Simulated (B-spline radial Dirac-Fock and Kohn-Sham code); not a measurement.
**X-ray form factors of holmium in several charge states**

Calculated with a B-spline atomic structure program, using relativistic Hartree-Fock (Dirac-Fock) wave functions, averaged over the configuration.

Configurations: Ho⁵⁰⁺ [Ne] 3s2 3p5; Ho⁵¹⁺ [Ne] 3s2 3p4; Ho⁵³⁺ [Ne] 3s2 3p2; Ho⁵⁴⁺ [Ne] 3s2 3p1; Ho⁵⁶⁺ [Ne] 3s1. The first column is f₀ of Ho⁵⁰⁺, the others are differences from it.

| s (Å⁻¹) | Ho⁵⁰⁺ | Δ Ho⁵¹⁺ | Δ Ho⁵³⁺ | Δ Ho⁵⁴⁺ | Δ Ho⁵⁶⁺ |
| --- | --- | --- | --- | --- | --- |
| 0 | 17.000 | -1.000 | -3.000 | -4.000 | -6.000 |
| 0.1 | 16.970 | -0.996 | -2.989 | -3.985 | -5.978 |
| 0.2 | 16.879 | -0.984 | -2.954 | -3.940 | -5.911 |
| 0.3 | 16.729 | -0.965 | -2.898 | -3.866 | -5.802 |
| 0.4 | 16.523 | -0.939 | -2.821 | -3.764 | -5.651 |
| 0.5 | 16.265 | -0.907 | -2.725 | -3.638 | -5.463 |
| 0.7 | 15.608 | -0.824 | -2.483 | -3.318 | -4.989 |
| 0.9 | 14.801 | -0.725 | -2.191 | -2.931 | -4.414 |
| 1.1 | 13.891 | -0.616 | -1.868 | -2.503 | -3.777 |
| 1.4 | 12.440 | -0.450 | -1.373 | -1.847 | -2.796 |
